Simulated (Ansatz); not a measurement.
A structure relaxed at r2SCAN-D4/def2-SVP in Ansatz, charge 0, singlet:

Cartesian coordinates in Å:
```
V -0.618 -0.125 -0.294
O 0.929 0.666 -0.259
O -1.684 -0.879 0.911
O -1.990 0.475 0.664
O 2.103 0.520 0.481
H -1.023 -0.484 -1.817
H -0.072 -1.627 -0.298
H 2.354 1.453 0.612
```

Give its formula.

the cluster VO₄H₃.

Summarise the bond lengths by kind (pairs closer than 1.2 times the sum of covalent radii, bridged metal pairs left out).

3 × O–V 1.74 to 1.78 Å; 2 × O–O 1.40 to 1.41 Å; 2 × H–V 1.60 to 1.62 Å; 1 × H–O 0.97 Å. The metal has 5 neighbours: O 1.74 Å, O 1.78 Å, O 1.78 Å, H 1.62 Å, H 1.60 Å.

The structure holds 2 bonds between oxygen atoms, so isomers without such links may lie far lower. The restricted singlet is unstable towards broken spin symmetry in Hartree–Fock (as tested in another run); at r2SCAN-D4/def2-SVP this wasn't settled. Another isomer (singlet) lies 4.92 eV lower at PBE0-D4/def2-TZVP; other spin states weren't run for this one.
